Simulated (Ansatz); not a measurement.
An input meant for [MnNF4]2- (MnNF₄²⁻) (charge -2, singlet; with a point charge).

```yaml
crystal:
  periodic: [false, false, false]
  atoms:
    - {symbol: Mn, position_ang: [0.000170, -0.000394, 0.102119]}
    - {symbol: N, position_ang: [0.002631, -0.006197, 1.579069]}
    - {symbol: F, position_ang: [1.820317, 0.013785, -0.423013]}
    - {symbol: F, position_ang: [-0.012874, 1.822440, -0.413377]}
    - {symbol: F, position_ang: [-1.821713, -0.010519, -0.417047]}
    - {symbol: F, position_ang: [0.011470, -1.819116, -0.427741]}
basis:
  gaussian: {orbitals: aug-cc-pVDZ, nuclear_model: gaussian, point_charges: [{charge: 2.00, position_ang: [5.722, 0.945, 0.018]}]}
total_charge: -2
magnetization: {spin_polarized: true, initial_magnetization: 6}
hamiltonian: {xc: {name: SPW92}, pseudopotentials: {relativity: none}}
output: {forces: true}
```

```sh
$ ansatz run in.yaml --threads 4 --pin off --events-out ev --progress --plain --max-ram 3916MiB
```

Output, abridged:

```
Functional definition: SPW92
1506 factors; their error is unknown
mean field evaluation 1: about -43359.1032 eV, gradient 1.9e2 eV
mean field evaluation 2: about -42351.7014 eV, gradient 5.2e2 eV
mean field evaluation 4: about -43082.0650 eV, gradient 3.1e2 eV
mean field evaluation 8: about -43541.7563 eV, gradient 1.7e1 eV
mean field evaluation 16: about -43545.8025 eV, gradient 7.0e0 eV
mean field evaluation 32: about -43546.0354 eV, gradient 3.7e-4 eV
mean field evaluation 64: about -43546.0241 eV, gradient 1.1e0 eV
mean field evaluation 96: about -43545.2201 eV, gradient 4.7e0 eV
mean field evaluation 128: about -43545.9823 eV, gradient 2.2e-1 eV
mean field evaluation 160: about -43546.0294 eV, gradient 6.2e-1 eV
a density is far from that of the atoms, so the factors are made again for it
1731 factors; integrals over basis functions are off by at most 7.0e-4 eV
mean field -43546.03537081 eV, -1600.2872833145 hartree, gradient 1.2e-6 eV, S^2 12.017381; 0 other end points of the search recorded, 0 dependent functions left out
reference -43546.03542119 eV, -1600.2872851657 hartree; 38, 32 occupied and 136, 142 virtual orbitals, 1731 factors
Total energy: -43546.03542119 eV, -1600.2872851657 hartree
Atom 0 at     0.000170    -0.000394     0.102119 Å, force     0.433414     0.289364   -23.652729 eV/Å
Atom 1 at     0.002631    -0.006197     1.579069 Å, force     0.422177    -0.006101    18.750821 eV/Å
Atom 2 at     1.820317     0.013785    -0.423013 Å, force     0.009252     0.046333     0.965287 eV/Å
Atom 3 at    -0.012874     1.822440    -0.413377 Å, force     0.131128    -1.236451     1.230332 eV/Å
Atom 4 at    -1.821713    -0.010519    -0.417047 Å, force     2.024859    -0.118491     1.359072 eV/Å
Atom 5 at     0.011470    -1.819116    -0.427741 Å, force     0.038119     1.563465     1.275289 eV/Å
Dipole moment:    -4.492316    -0.705677    -0.167056 e Å
```

In this input the spin is set far too high (6 unpaired electrons typed, 0 in the singlet as meant). The calculation finished and met its thresholds. The result belongs to that input, not to the species as meant.

A multiply charged anion in the gas phase is held together partly by the finite basis. Removing one electron lowers the energy by 2.01 eV at PBE0-D4/def2-TZVPD, so it isn't bound.
